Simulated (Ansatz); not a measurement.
Gas-phase electronic energies from Ansatz, PBE0-D4/def2-TZVP geometries. CCSD(T)/CBS adds triple-zeta CCSD(T) − MP2 to the extrapolated MP2 energy (def2 sets, frozen cores). DFT in def2-TZVPP. For Ge outer-core shells are correlated without core-valence functions, which leaves a few kJ/mol of doubt a bond. Scalar relativity is left out up to krypton. One conformer a species, not always the lowest.

`NB(Cl)[O][GeH3]` + `CCC#N` → `C[CH]([GeH3])C#N` + `NB(O)Cl`  (formal exchange of groups at a Ge–O bond)

`NB(Cl)[O][GeH3]`:

```xyz
10

N    -0.596   -1.145   -1.057
B     0.645   -0.968   -0.428
Cl    1.895   -2.209   -0.722
O     0.979    0.061    0.382
Ge   -0.011    1.408    0.999
H    -1.354   -0.489   -0.991
H    -0.776   -1.929   -1.656
H     0.957    2.581    1.166
H    -0.622    0.961    2.333
H    -1.115    1.730   -0.027
```

`CCC#N`:

Cartesian coordinates in Å:
```
C -0.016 -0.246 -0.991
C 0.419 0.276 0.376
C -0.598 0.072 1.396
N -1.413 -0.098 2.189
H -0.919 0.262 -1.333
H 0.775 -0.073 -1.722
H -0.223 -1.316 -0.952
H 0.641 1.345 0.330
H 1.334 -0.223 0.707
```

`C[CH]([GeH3])C#N`:

```xyz
12

C    -0.382    1.264   -0.662
C    -0.103   -0.234   -0.523
Ge   -0.146   -0.815    1.380
C     1.173   -0.606   -1.091
N     2.204   -0.894   -1.516
H    -0.382    1.567   -1.711
H    -1.356    1.507   -0.235
H     0.376    1.853   -0.142
H    -0.878   -0.812   -1.036
H     0.106   -2.324    1.465
H    -1.542   -0.470    1.925
H     0.930   -0.036    2.146
```

`NB(O)Cl`:

```xyz
7

N     0.544    0.283   -0.921
B    -0.042   -0.045    0.300
O    -1.324   -0.499    0.356
Cl    0.909    0.136    1.803
H     1.485    0.620   -1.000
H     0.043    0.195   -1.787
H    -1.614   -0.690    1.249
```

| level | ΔE (eV) |
| --- | --- |
| ωB97M-V | 0.35 |
| HF/def2-QZVPP | 0.62 |

(1) What does CCSD(T)/CBS give? (Estimate.)

Largest T1 diagnostic among the species: 0.012.

## Answers

(1) Ansatz gave: +0.33 eV. The listed levels differ from it by 0.02, 0.29 eV.

In def2-TZVPP, CCSD(T) changes the Hartree–Fock value by −0.24 eV (the triples alone add −0.02 eV) and MP2 by −0.27 eV.
